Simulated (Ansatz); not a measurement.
Total energies of `[GeH3][NH]C1=C[SiH2]1`.

```tsv
atom	x (Å)	y (Å)	z (Å)
Ge1	-0.055	-0.349	-2.170
N2	-0.845	0.142	-0.571
C3	-0.181	0.153	0.604
C4	1.059	-0.119	1.054
Si5	-0.012	0.405	2.393
H6	0.450	-1.795	-2.061
H7	-1.157	-0.218	-3.230
H8	1.121	0.594	-2.463
H9	-1.812	0.415	-0.545
H10	1.997	-0.454	0.632
H11	-0.607	-0.543	3.372
H12	0.040	1.768	2.985
```

Charge 0, multiplicity 1. Correlated methods include outer-core shells of Ge, which these sets cover unevenly. Scalar relativity is left out up to krypton. All single points use the PBE0-D4/def2-TZVP geometry. It is one conformer, not always the lowest. Basis def2-TZVPP, the Gaussian-basis code of Ansatz.

RPA on PBE orbitals: Hartree–Fock energy of these orbitals -2498.47793 Eh, correlation -1.49022 Eh (frozen core).

```
             functional  energy without D4 (Eh)  D4 term (kJ/mol)
            LDA (SPW92)             -2496.15055                 –
                    PBE             -2501.02419             -28.4
                   BLYP             -2501.65639             -61.9
                 B97M-V             -2501.20391                 –
                   PBE0             -2501.11990             -24.2
                  B3LYP             -2501.73723             -45.9
                r2SCANh             -2501.53553              -7.5
HSE06 (plane-wave form)             -2501.10612             -22.6
                  BHLYP             -2501.55981             -35.9
              CAM-B3LYP             -2501.71951             -24.7
                LC-ωPBE             -2501.21076                 –
                ωB97X-V             -2501.38970                 –
                ωB97M-V             -2501.46381                 –
               PBE-QIDH             -2500.68631                 –
```

**Question.** Give the same for revPBE, r2SCAN, r2SCAN0, B2PLYP. (Best estimate.)

**Answer.** Ansatz gave: 
| functional | energy without D4 (Eh) | D4 term (kJ/mol) |
| --- | --- | --- |
| revPBE | -2501.40459 | -82.3 |
| r2SCAN | -2501.55199 | -7.0 |
| r2SCAN0 | -2501.51252 | -8.3 |
| B2PLYP | -2501.05812 | – |

B3LYP takes the VWN-RPA correlation (the form of Gaussian; ORCA's B3LYP/G). HSE06 is the plane-wave form, built on full-range PBE exchange. The double hybrids freeze the cores in their second-order part.

LC-ωPBE has ω = 0.4 bohr⁻¹.
